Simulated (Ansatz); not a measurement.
Computed with Ansatz on PBE0-D4/def2-TZVP structures; ΔE is electronic, products minus reactants. CBS: MP2 limit from def2 TZ/QZ plus the TZ coupled-cluster correction, frozen cores. Functionals use def2-TZVPP. One conformer a species, not always the lowest.

Reaction (substitution at a C–O bond): `COB(O)F` + `O[SiH2]N[SiH2]Cl` → `CN([SiH2]O)[SiH2]Cl` + `OB(O)F`

| species | PBE0-D4 energy (Eh) |
| --- | --- |
| `COB(O)F` | -315.61744 |
| `O[SiH2]N[SiH2]Cl` | -1172.48801 |
| `CN([SiH2]O)[SiH2]Cl` | -1211.75244 |
| `OB(O)F` | -276.35691 |

Work out ΔE.

ΔE = (-1211.75244) + (-276.35691) − (-315.61744) − (-1172.48801) = -0.00390 Eh = -2.4 kcal/mol. CCSD(T)/CBS gives -2.1 kcal/mol.

Largest T1 diagnostic among the species: 0.012.

The D4 term adds −2.5 kcal/mol with B3LYP and −1.4 kcal/mol with PBE0; it sums over pairs of atoms, weighted by their polarisabilities, and B3LYP, whose exchange is more repulsive, gets the larger term. In def2-TZVPP, CCSD(T) changes the Hartree–Fock value by −3.9 kcal/mol (the triples alone add −0.5 kcal/mol) and MP2 by −5.0 kcal/mol.

B3LYP here is the variant with VWN-RPA as its local correlation; programs differ in this.
